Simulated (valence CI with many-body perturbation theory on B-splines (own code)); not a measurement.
Results of a calculation; reference values are marked as such.
## From CI to CI+MBPT in Lu⁵⁵⁺

Level of theory: relativistic CI+MBPT: six valence electrons over a frozen Dirac-Fock core [Ne], radial functions for each j: 9 s, 9 p, 8 d, 6 f, 3 g, 1 h, with the one-electron correlation potential Σ1, the two-electron term Σ2, the three-electron term Σ3, Breit, model QED; selected CI, second order for the rest, scaled by the run's own slope (own B-spline code, finite nucleus).

No measured spectrum was set against this ion. As an estimate, large intervals hold to a few tenths of a per cent, small ones and those within an open d or f shell to about a per cent. Among the levels kept, up to 970 cm⁻¹ of a level comes from second order outside the variational space, and about a tenth of that is noise between levels of different J, which matters for small intervals.

Each rung adds one term. CI alone is the Dirac-Coulomb CI over the frozen core; QED comes last and gives the full result, which names the levels. Energies are above (3s^2 3p1/2^2 3p3/2^2) J=2 on the same rung, in eV.

Levels are named by their leading jj configuration (3d3/2^4 stands for four electrons in 3d with j = 3/2), which in mixed levels can hold well under half, so a name can repeat and another be missing. Letters in brackets count levels of one name in rising energy.

```
                             Level  CI alone      Σ1      Σ2      Σ3   Breit     QED    Full
        (3s^2 3p1/2^2 3p3/2^2) J=0     18.37  +0.001  -0.015  -0.053  +0.406  -0.007   18.70
    (3s^2 3p1/2^2 3p3/2 3d3/2) J=2    224.63  -0.239  -0.360  -0.199  -0.696  -0.704  222.43
    (3s^2 3p1/2^2 3p3/2 3d3/2) J=1    232.44  -0.238  -0.373  -0.222  -0.601  -0.716  230.29
    (3s^2 3p1/2^2 3p3/2 3d3/2) J=0    232.25  -0.237  -0.314  -0.210  -0.137  -0.707  230.65
    (3s^2 3p1/2^2 3p3/2 3d3/2) J=3    233.59  -0.235  -0.344  -0.243  -1.149  -0.698  230.92
          (3s^2 3p1/2 3p3/2^3) J=1    286.49  +0.165  +0.216  -0.001  -3.252  +0.349  283.97
    (3s^2 3p1/2^2 3p3/2 3d5/2) J=4    296.70  -0.095  -0.308  -0.240  -2.990  -0.521  292.55
          (3s^2 3p1/2 3p3/2^3) J=2    296.17  +0.166  +0.164  -0.031  -3.653  +0.350  293.17
    (3s^2 3p1/2^2 3p3/2 3d5/2) J=2    302.12  -0.096  -0.432  -0.246  -2.595  -0.565  298.19
    (3s^2 3p1/2^2 3p3/2 3d5/2) J=3    321.20  -0.099  -0.651  -0.400  -2.787  -0.529  316.74
    (3s^2 3p1/2^2 3p3/2 3d5/2) J=1    331.06  -0.094  -0.537  -0.443  -2.197  -0.536  327.25
        (3s^2 3p1/2^2 3d3/2^2) J=2    458.59  -0.476  -0.674  -0.438  -1.396  -1.413  454.19
          (3s 3p1/2^2 3p3/2^3) J=2    460.51  -0.087  -0.139  +0.135  -0.897  -2.974  456.55
          (3s 3p1/2^2 3p3/2^3) J=1    480.52  -0.083  -0.219  +0.076  -1.490  -2.270  476.53
        (3s^2 3p1/2^2 3d3/2^2) J=0    480.48  -0.469  -0.614  -0.502  -0.690  -1.415  476.79
(3s^2 3p1/2 3p3/2^2 3d3/2) J=2 [a]    502.46  -0.073  -0.144  -0.144  -4.358  -0.348  497.39
    (3s^2 3p1/2 3p3/2^2 3d3/2) J=0    503.52  -0.073  -0.128  -0.147  -4.155  -0.365  498.65
(3s^2 3p1/2 3p3/2^2 3d3/2) J=1 [a]    504.51  -0.074  -0.208  -0.138  -3.798  -0.665  499.62
(3s^2 3p1/2 3p3/2^2 3d3/2) J=3 [a]    510.70  -0.070  -0.152  -0.184  -4.935  -0.344  505.02
```

The middle columns are the shifts that each term adds.

Task: How does the ionisation energy move along the ladder, and which term matters most?

Result: CI alone 5415.2, + Σ1 5416.1, + Σ2 5416.4, + Σ3 5415.6, + Breit 5411.1, + QED 5410.6 eV. The largest step is Breit, -4.5 eV. NIST lists 5408 ± 5 eV (theoretical).
